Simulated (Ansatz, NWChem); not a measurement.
## C6H6O (vinylfuran): the vertical ionisation energy from total energies

C6H6O: 13 atoms, total charge 0, spin state singlet. As SMILES, `C=Cc1ccco1`. Geometry: relaxed at PBE0-D4/def2-TZVP. This is one conformer, not always the lowest.

Both states at this one shape; open shells run unrestricted unless said. 1 Eh = 27.2114 eV.

```
                                 level  program  singlet C6H6O (Eh)  doublet C6H6O+ (Eh)
   M06-2X/6-31G* (spherical functions)   NWChem         -307.288097          -306.993110
                           wB97X/3-21G   NWChem         -305.645670          -305.346549
CAM-B3LYP/6-31G* (spherical functions)   Ansatz         -307.257221          -306.969699
```

Problem. Work out the vertical ionisation energy at each level.

Solution. 
1. M06-2X/6-31G* (spherical functions): -306.993110 − (-307.288097) = 0.294987 Eh = 8.03 eV.
2. wB97X/3-21G: -305.346549 − (-305.645670) = 0.299121 Eh = 8.14 eV.
3. CAM-B3LYP/6-31G* (spherical functions): -306.969699 − (-307.257221) = 0.287522 Eh = 7.82 eV.

No measured value is set beside it here; the levels span 7.82 to 8.14 eV.
